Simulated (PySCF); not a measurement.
# Hg(II) with different ligands

Computed with PySCF 2.14.0, PBE0, def2-SVP on the ligands, density fitting, scalar-relativistic core potentials, no spin-orbit coupling, vacuum. The metal has def2-SVP with ECP60. Each complex is relaxed within the symmetry of a template of the same shape. Distances are means of the shortest metal–ligand contacts, charges and spins Mulliken's; removal energies are rigid, with the ligand's formal charge and no counterpoise, so too large; for an anion taken off a cation in vacuum most of it is the attraction of opposite charges, and multiply charged cations can part far more cheaply with an electron moved from ligand to metal.

| complex | point group | M–first ligand (Å) | charge on M (e) | HOMO–LUMO gap (eV) | removal of one first-named ligand (eV) | strongest infrared band, degenerate modes summed (cm⁻¹) | unstable modes (below −25 cm⁻¹) |
| --- | --- | --- | --- | --- | --- | --- | --- |
| [HgF3(NH3)]− | C3 | 2.108 | 0.65 | 5.91 | 4.19 | – | 3 |
| [HgH3(NH3)]− | C3v | 1.783 | -0.27 | 5.23 | 3.47 | – | 2 |
| [HgCl3(NH3)]− | C3 | 2.483 | 0.43 | 5.84 | 3.29 | – | 2 |

Order these by the energy to remove one first-named ligand, lowest first.
A. [HgCl3(H2O)]−
B. [HgH3(H2O)]−
C. [HgF3(H2O)]−

A (3.99), B (4.76), C (5.19).

What else do they give?


| complex | point group | M–first ligand (Å) | charge on M (e) | HOMO–LUMO gap (eV) | removal of one first-named ligand (eV) | strongest infrared band, degenerate modes summed (cm⁻¹) | unstable modes (below −25 cm⁻¹) |
| --- | --- | --- | --- | --- | --- | --- | --- |
| [HgF3(H2O)]− | Cs | 2.093 | 0.69 | 5.86 | 5.19 | 3567 | 0 |
| [HgCl3(H2O)]− | Cs | 2.462 | 0.44 | 5.68 | 3.99 | 668 | 0 |
| [HgH3(H2O)]− | nearly Cs | 1.779 | -0.18 | 5.55 | 4.76 | – | 1 (soft) |

Members with unstable modes aren't minima as they stand: saddle points kept by symmetry or, where the modes are soft, flat surfaces and noise. Moved off a saddle point of the template and relaxed again: [HgF3(NH3)]−, [HgCl3(NH3)]−, [HgH3(H2O)]−. One start shape was tried for each, so a minimum needn't be the lowest isomer.
